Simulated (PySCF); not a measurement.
TiCl3, SMILES [Cl][Ti]([Cl])[Cl] (connectivity only; charge and spin as stated), neutral, multiplicity 2.

The structure is a stationary point at PBE0-D3(BJ)/def2-SVP. The spin state was assumed, not searched. The isomer is the one that the SMILES or the coordinates give; other isomers of the formula were not compared.

Computed with PySCF 2.14.0 with TDA-PBE/def2-SVPD.

Vertical excitations; the highest root listed may be one member of a degenerate set. Isolated molecule, no solvent.

```csv
state,energy (eV),λ (nm),f,main pairs
root 1,0.81,1535,0.000,α HOMO→LUMO (degenerate set)
root 2,0.81,1534,0.000,α HOMO→LUMO+1 (degenerate set)
root 3,1.76,704,0.002,α HOMO→LUMO+2 (degenerate set)
root 4,1.76,704,0.002,α HOMO→LUMO+3 (degenerate set)
root 5,3.70,335,0.000,α HOMO−1→LUMO+1 (degenerate set)
root 6,3.70,335,0.000,α HOMO−1→LUMO (degenerate set)
root 7,4.10,303,0.000,"α HOMO−6→LUMO 30 %, α HOMO−5→LUMO+1 30 %, β HOMO−4→LUMO 19 %, β HOMO−5→LUMO+1 19 %"
root 8,4.13,301,0.000,β HOMO→LUMO (degenerate set)
root 9,4.13,301,0.000,β HOMO→LUMO+1 (degenerate set)
root 10,4.14,300,0.003,"α HOMO−2→LUMO+1 68 %, β HOMO−1→LUMO 12 %"
```
Unrestricted roots are not spin-pure.
